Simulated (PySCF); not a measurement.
# Be (beryllium, neutral): UHF calculation

Configuration: [He] 2s1 2p1, high-spin 3P determinant (an excited configuration). Computed with PySCF 2.14 in aug-cc-pCVTZ (7s6p4d2f, 59 functions), with no relativity, point nucleus.

* Total energy: -14.513410 hartree
* One-electron energy: -18.8981 hartree
* Hartree (Coulomb) energy: 7.1208 hartree
* Exchange energy: -2.7362 hartree
* Kinetic energy: 14.51350 hartree
* ⟨S²⟩: 2.0000
* ⟨L²⟩: 2.026
* Sum of ⟨r⟩: 6.245 bohr
* Sum of ⟨r²⟩: 18.30 bohr²
* Traceless quadrupole moment −½Σ⟨3z² − r²⟩ along its main axis: -4.67 e·bohr²
* Density at the nucleus (Gaussians lack the cusp): 33.9 bohr⁻³
* Spin density at the nucleus: 0.712 bohr⁻³
* Langevin diamagnetic susceptibility: -14.5 ×10⁻⁶ cm³/mol

```json
{"shell": "1s α", "electrons": "1", "mean orbital energy (eV)": "-129.61", "rms radius, mean of both spins (bohr)": "0.484"}
{"shell": "1s β", "electrons": "1", "mean orbital energy (eV)": "-128.54", "rms radius, mean of both spins (bohr)": "0.484"}
{"shell": "2s α", "electrons": "1", "mean orbital energy (eV)": "-10.783", "rms radius, mean of both spins (bohr)": "2.77"}
{"shell": "2p α", "electrons": "1", "mean orbital energy (eV)": "-6.686", "rms radius, mean of both spins (bohr)": "3.19"}
```

Spin-orbit constants ζ (cm⁻¹) from the X2C one-electron operator on these orbitals (non-relativistic here): bare nucleus, nucleus screened by l(l+1)(2l+1)/3 electrons, and screened by the Breit-Pauli mean field of the electrons.

```
shell   bare  screened nucleus  mean field
   2p  6.822             3.411       2.091
```

To first order the Landé constant is A = 1.046 cm⁻¹, so the lowest level has J = 0 and lies 0.000259 eV below the centre of the term. This holds in LS coupling only.
